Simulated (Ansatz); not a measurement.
Stepwise reaction of `[CH3][In]([CH3])[I]` with hydrogen fluoride, as a gas-phase model of exchange steps in deposition or etching. ΔE in kJ/mol; ΔG adds harmonic PBE0-D4 terms to CCSD(T)/CBS, at 1 bar.

Gas-phase electronic energies from Ansatz, PBE0-D4/def2-TZVP geometries. CCSD(T)/CBS adds triple-zeta CCSD(T) − MP2 to the extrapolated MP2 energy (def2 sets, frozen cores). This one scheme is used for every species. DFT in def2-TZVPP. B3LYP here is the variant with VWN-RPA as its local correlation; programs differ in this. def2 core potentials past Kr. For I, In outer-core shells are correlated without core-valence functions, which leaves a few kJ/mol of doubt a bond.

```tsv
step	reaction	PBE-D4	B3LYP-D4	ωB97M-V	CCSD(T)/CBS	ΔG(400 K)
2	`[CH3][In]([F])[I]` + H–F → `[F][In]([F])[I]` + CH₄	-52.5	-57.9	-53.9	-47.8	-35.5
```

Task: Give the row of step 1, `[CH3][In]([CH3])[I]` + H–F → `[CH3][In]([F])[I]` + CH₄. (An estimate is asked.)

Result: Ansatz gave: 
```tsv
step	reaction	PBE-D4	B3LYP-D4	ωB97M-V	CCSD(T)/CBS	ΔG(400 K)
1	`[CH3][In]([CH3])[I]` + H–F → `[CH3][In]([F])[I]` + CH₄	-90.3	-96.3	-89.3	-83.1	-74.8
```

Task: By hand: ΔE of the 2 steps together at CCSD(T)/CBS.

Result: (-83.1) + (-47.8) = -130.9 kJ/mol, or -65.4 kJ/mol a step.

In ΔE each step is higher than the one before. All are downhill at CCSD(T)/CBS. ΔG lies between -74.8 and -35.5 kJ/mol a step. PBE-D4 differs from CCSD(T)/CBS by -7.2 to -4.7 kJ/mol a step. Only this route is followed, and other bonds may react first. Isolated molecules leave out the surface, adducts and barriers. Largest T1 diagnostic: 0.015.
